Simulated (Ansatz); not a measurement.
Ga(H2S)F3 (GaH₂SF₃). Total charge 0; singlet. Geometry PBE-D4/def2-SVP, basis def2-TZVP, Ansatz.

```csv
atom,x (Å),y (Å),z (Å)
Ga1,-0.6390,0.7426,-0.3029
S2,0.9964,-1.2080,-0.2573
H3,1.7823,-0.5577,0.6508
H4,0.2839,-1.8193,0.7343
F5,0.2790,1.9087,-1.2564
F6,-0.6560,0.9764,1.4517
F7,-2.0466,-0.0427,-1.0202
```

```json
{"run": "A", "HOMO (eV)": "-8.57", "LUMO (eV)": "-2.41"}
{"run": "B", "HOMO (eV)": "-9.93", "LUMO (eV)": "-1.28"}
{"run": "C", "HOMO (eV)": "-11.30", "LUMO (eV)": "-0.15"}
{"run": "D", "HOMO (eV)": "-12.14", "LUMO (eV)": "0.79"}
{"run": "E", "HOMO (eV)": "-8.77", "LUMO (eV)": "-2.02"}
{"run": "F", "HOMO (eV)": "-9.66", "LUMO (eV)": "-1.56"}
```

B3LYP takes the VWN-RPA correlation.

The runs used B3LYP, CAM-B3LYP, LDA (SPW92), PBE0, r2SCAN, ωB97M-V. Estimate which is which.

A LDA (SPW92) (0 % exact exchange); B PBE0 (25 % exact exchange); C CAM-B3LYP (range-separated); D ωB97M-V (range-separated); E r2SCAN (0 % exact exchange); F B3LYP (20 % exact exchange). Exact exchange lowers occupied and raises empty levels; among semilocal functionals meta-GGAs tend to open the gap a little, and such runs are hard to tell apart. The gap grows from 6.17 eV (LDA (SPW92)) to 12.93 eV (ωB97M-V).
